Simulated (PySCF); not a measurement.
C₁₀H₉P.
Atom-mapped SMILES: `[CH3:1][c:2]1[cH:3][p:4][c:5]2[cH:6][cH:7][cH:8][cH:9][c:10]2[cH:11]1`

Structure used (GFN2-xTB), in Å, numbered top down from 1:
```xyz
20
C10H9P angstrom
C      3.3326   -0.0361   -0.3539
C      1.8833   -0.3587   -0.1303
C      1.5521   -1.6774    0.2073
P     -0.0131   -2.2940    0.5209
C     -0.9929   -0.8345    0.2969
C     -2.3848   -0.9592    0.4740
C     -3.2189    0.1145    0.3212
C     -2.6874    1.3662   -0.0165
C     -1.3404    1.5156   -0.1948
C     -0.4513    0.4280   -0.0467
C      0.9326    0.6239   -0.2445
H      3.4504    0.9517   -0.7928
H      3.7918   -0.7712   -1.0132
H      3.8703   -0.0586    0.5944
H      2.3652   -2.3912    0.2787
H     -2.7832   -1.9305    0.7348
H     -4.2848    0.0047    0.4585
H     -3.3494    2.2119   -0.1354
H     -0.9285    2.4807   -0.4558
H      1.2512    1.6247   -0.5057
```

Definitions: NICS(0) = −σiso at the ring centroid; NICS(1) = −σiso and NICS(1)zz = −σzz at ±1 Å along the ring normal z. Level: GIAO PBE0/pcSseg-1 (PySCF, non-relativistic, gas phase) on the GFN2-xTB geometry, one conformer.

Ring bond lengths (Å), with Mayer bond orders in brackets: C2–C3 1.401 (1.33), C3–P4 1.711 (1.46), P4–C5 1.772 (1.15), C5–C10 1.416 (1.25), C10–C11 1.412 (1.28), C11–C2 1.372 (1.49); C5–C6 1.409 (1.33), C6–C7 1.368 (1.54), C7–C8 1.401 (1.32), C8–C9 1.367 (1.54), C9–C10 1.413 (1.28), C10–C5 1.416 (1.25).

Give the NICS values of each ring in ppm.

| ring | type | NICS(0) | NICS(1), two faces | NICS(1)zz, two faces | rms pucker (Å) | centre to ring atoms, mean (Å) |
| --- | --- | --- | --- | --- | --- | --- |
| C2–C3–P4–C5–C10–C11 | 6-membered ring with P; formal bonds all aromatic | -7.1 | -10.4 / -10.3 | -25.2 / -25.0 | 0.00 | 1.51 |
| C5–C6–C7–C8–C9–C10 | 6-membered carbocycle; formal bonds all aromatic | -8.8 | -11.9 / -11.9 | -29.6 / -29.7 | 0.00 | 1.40 |

What can be read from them?

- C2–C3–P4–C5–C10–C11: mean NICS(1)zz -25.1 ppm, shielded.
- C5–C6–C7–C8–C9–C10: mean NICS(1)zz -29.6 ppm, shielded, aromatic by this magnetic criterion (flat ring, no four-coordinate atom), though in fused rings the probe also feels the neighbouring ring.

What does the geometric index give? Use HOMA with the parameters of Krygowski (1993).

- C2–C3–P4–C5–C10–C11: HOMA 0.81; the largest term is that of P4–C5, α(R − Ropt)² = 0.65.
- C5–C6–C7–C8–C9–C10: HOMA 0.88 = 1 − EN − GEO, with mean bond length 1.396 Å, EN = α(Ropt − mean)² = 0.015 and GEO = α × variance = 0.106. The geometric and the magnetic index point the same way.

At the second NICS(1) probe listed for ring C5–C6–C7–C8–C9–C10, 1 Å off the ring, how large is the induced field along the normal in 9.4 T applied along it?

NICSzz × B0 = -29.7 ppm × 9.4 T = -279 μT, against the applied field.

Give the inner angles of the rings and the Hirshfeld charges of the ring atoms.

- C2–C3–P4–C5–C10–C11: C2 122.0° (+0.010 e), C3 126.8° (-0.113 e), P4 100.7° (+0.086 e), C5 123.6° (-0.059 e), C10 122.2° (0.000 e), C11 124.6° (-0.049 e); sum 720.0° against 720° for a flat convex ring.
- C5–C6–C7–C8–C9–C10: C5 119.2° (-0.059 e), C6 121.3° (-0.051 e), C7 119.8° (-0.049 e), C8 120.2° (-0.045 e), C9 121.5° (-0.048 e), C10 118.1° (0.000 e); sum 720.0° against 720° for a flat convex ring.

What are the shieldings of the ring atoms and their hydrogens in the same run (means over atoms taken as equivalent)?

```
atoms                  environment  σ isotropic (ppm)  principal values of the symmetric part, first atom (ppm)
   C2  substituted aromatic carbon               43.5                                        -59.5, 13.2, 177.0
   C3           aromatic CH carbon               16.4                                       -156.1, 37.5, 167.8
   P4     phosphorus bonded to 2 C               79.7                                      -206.4, -25.4, 470.9
   C5  ring-fusion aromatic carbon               28.7                                       -87.4, -25.5, 199.0
   C6           aromatic CH carbon               46.5                                        -62.6, 37.8, 164.4
   C7           aromatic CH carbon               58.0                                        -47.5, 44.2, 177.4
   C8           aromatic CH carbon               52.6                                        -58.1, 38.9, 177.0
   C9           aromatic CH carbon               49.8                                        -50.9, 41.7, 158.6
  C10  ring-fusion aromatic carbon               47.2                                       -27.5, -23.0, 192.3
  C11           aromatic CH carbon               50.2                                        -36.7, 45.2, 141.9
  H15            aromatic hydrogen              22.24                                          18.4, 19.5, 28.8
  H16            aromatic hydrogen              23.03                                          18.1, 22.8, 28.2
  H17            aromatic hydrogen              23.91                                          19.6, 25.2, 27.0
  H18            aromatic hydrogen              23.70                                          19.5, 24.6, 27.0
```

The list is cut; further classes of hydrogen are left out.
